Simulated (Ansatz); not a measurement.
```yaml
crystal:
  periodic: [false, false, false]
  atoms:
    - {symbol: N, position_ang: [-0.656062, 0.906784, 0.060098]}
    - {symbol: B, position_ang: [0.215429, -0.139162, -0.006883]}
    - {symbol: O, position_ang: [-0.154335, -1.202070, 0.209913]}
    - {symbol: O, position_ang: [-0.154335, -1.502070, 0.209913]}
    - {symbol: H, position_ang: [-1.613550, 0.916549, 0.308255]}
    - {symbol: H, position_ang: [-0.298899, 1.886284, -0.127487]}
    - {symbol: H, position_ang: [2.075166, -0.652326, -0.443137]}
    - {symbol: H, position_ang: [-1.088236, -1.538369, 0.386779]}
basis:
  gaussian: {orbitals: "6-31G*", fitting: {mean_field: cc-pVTZ-jkfit}}
hamiltonian: {xc: {name: r2SCAN50}, dispersion: d3bjatm}
```

```sh
$ ansatz run in.yaml --threads 2 --pin off --events-out ev --progress --plain --max-ram 32768MiB --backend cpu
```

Output, abridged:

```
Functional definition: r2SCAN50
436 factors; integrals over basis functions are off by at most 1.9e-1 eV
mean field evaluation 1: about -5525.6842 eV, gradient 6.1e1 eV
mean field evaluation 2: about -5506.1675 eV, gradient 8.6e1 eV
mean field evaluation 4: about -5532.2145 eV, gradient 8.0e0 eV
mean field evaluation 8: about -5532.4621 eV, gradient 2.0e-1 eV
mean field evaluation 16: about -5532.4637 eV, gradient 1.6e-3 eV
mean field -5532.46366507 eV, -203.3142896526 hartree, gradient 3.6e-5 eV, S^2 0.000000; 0 other end points of the search recorded, 0 dependent functions left out
reference -5532.46366853 eV, -203.3142897799 hartree; 16, 16 occupied and 52, 52 virtual orbitals, 436 factors
Total energy: -5532.50108465 eV, -203.3156647969 hartree
```

Task: Something in this input is off. What?

Result: One atom was put on top of another. The run converged. The result belongs to that input, not to the molecule as meant.
